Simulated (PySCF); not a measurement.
C6H5N3.
SMILES with atom numbers: `[cH:1]1[cH:2][cH:3][c:4]2[nH:5][n:6][n:7][c:8]2[cH:9]1` (hydrogens: H10 on C1; H11 on C2; H12 on C3; H13 on N5; H14 on C9)

The same species was optimised twice, with GFN2-xTB and with PBE0-D3(BJ)/def2-SVP (PySCF), and the same property calculations (PySCF, gas phase) were run on both structures.

```csv
coordinate,GFN2-xTB,PBE0-D3(BJ)/def2-SVP,change
N6–N7 (Å),1.263,1.278,+0.015
C3–C4 (Å),1.389,1.401,+0.012
C1–C2 (Å),1.403,1.414,+0.011
C1–C9 (Å),1.375,1.384,+0.009
C2–C3 (Å),1.376,1.386,+0.010
C4–C8 (Å),1.418,1.409,-0.009
N7–C8 (Å),1.365,1.373,+0.008
C8–C9 (Å),1.395,1.402,+0.007
C4–N5 (Å),1.361,1.360,-0.001
N5–N6 (Å),1.342,1.343,+0.001
C4–N5–N6 (°),109.7,111.1,+1.4
N5–N6–N7 (°),110.4,109.3,-1.1
N7–C8–C9 (°),132.1,131.0,-1.1
C4–C8–N7 (°),107.4,108.3,+0.9
N5–C4–C8 (°),103.3,102.6,-0.7
N6–N7–C8 (°),109.2,108.7,-0.5
C2–C1–C9 (°),122.0,121.5,-0.5
C3–C4–C8 (°),122.0,122.3,+0.3
```

Rotational constants: A = 4055, B = 1703, C = 1199 MHz (GFN2-xTB) against A = 4034, B = 1683, C = 1188 MHz (PBE0-D3(BJ)/def2-SVP). Point groups within 0.08 Å: Cs and Cs.

On the GFN2-xTB structure: HOMO (eV) -7.21 [PBE0/pcSseg-1]; LUMO (eV) -1.30 [PBE0/pcSseg-1]; dipole (D) 4.05 [PBE0/pcSseg-1]; GIAO shielding of C1 (ppm) 58.8 [PBE0/pcSseg-1]; GIAO shielding of C2 (ppm) 55.0 [PBE0/pcSseg-1]; GIAO shielding of C3 (ppm) 74.1 [PBE0/pcSseg-1]; GIAO shielding of C4 (ppm) 47.1 [PBE0/pcSseg-1]; GIAO shielding of N5 (ppm) 34.4 [PBE0/pcSseg-1]; GIAO shielding of N6 (ppm) -145.9 [PBE0/pcSseg-1]; GIAO shielding of N7 (ppm) -110.3 [PBE0/pcSseg-1]; GIAO shielding of C8 (ppm) 37.8 [PBE0/pcSseg-1].

Problem. What do these properties become on the PBE0-D3(BJ)/def2-SVP structure?

Solution. 
```csv
property,level,on GFN2-xTB,on PBE0-D3(BJ)/def2-SVP,change
HOMO (eV),PBE0/pcSseg-1,-7.21,-7.18,+0.03
LUMO (eV),PBE0/pcSseg-1,-1.30,-1.37,-0.07
dipole (D),PBE0/pcSseg-1,4.05,4.08,+0.03
"energy, GFN2-xTB geometry as zero (kcal/mol)",PBE0/pcSseg-1,0.0,-0.7,-0.7
GIAO shielding of C1 (ppm),PBE0/pcSseg-1,58.8,56.1,-2.7
GIAO shielding of C2 (ppm),PBE0/pcSseg-1,55.0,51.7,-3.3
GIAO shielding of C3 (ppm),PBE0/pcSseg-1,74.1,72.0,-2.1
GIAO shielding of C4 (ppm),PBE0/pcSseg-1,47.1,48.6,+1.5
GIAO shielding of N5 (ppm),PBE0/pcSseg-1,34.4,32.8,-1.6
GIAO shielding of N6 (ppm),PBE0/pcSseg-1,-145.9,-149.6,-3.7
GIAO shielding of N7 (ppm),PBE0/pcSseg-1,-110.3,-119.8,-9.5
GIAO shielding of C8 (ppm),PBE0/pcSseg-1,37.8,36.5,-1.3
```

The heavy atoms differ by 0.012 Å rms after alignment. Among bonds between heavy atoms N6–N7 changes most (+0.015 Å). Changes are differences of the printed values. Neither structure is proved a minimum here.
